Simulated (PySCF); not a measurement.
**Relaxation of singlet As₂H₂**

Computed with PBE0/[As def2-TZVP, H def2-TZVP], no relativity, density fitting, PySCF. A (50,194) grid was used.

A start displaced from a saddle point along its imaginary mode, of C2h symmetry, held to at least that symmetry:

```xyz
4
charge 0 multiplicity 1, angstrom
As    1.2767   -0.0014    0.0000
As   -1.2767    0.0014    0.0000
H    -0.1200    1.0926    0.0000
H     0.1200   -1.0926    0.0000
```

Optimiser trace:
```csv
step,E − E(last) (kJ/mol),largest gradient (Eh/bohr)
0,278.67,0.00651
1,276.88,0.00647
2,256.65,0.02814
3,154.82,0.04148
4,41.62,0.03563
5,6.63,0.02040
6,0.30,0.00409
7,0.00,0.00022
8,0.00,0.00001
```

It ends at C2h with As–As 2.234 Å, As–H 1.530 Å (×2); As–As–H 92.4° (×2) (after a last refinement on a finer grid). A frequency run shows a minimum. Other isomers or separated fragments may lie lower.

The relaxation took 12 s on 4 threads of a shared Arm Neoverse V2 host, with 108 basis functions and 9 gradients; the process peaked at 1.3 GiB. Launch command: `OMP_NUM_THREADS=4 python axn.py task.json out`.
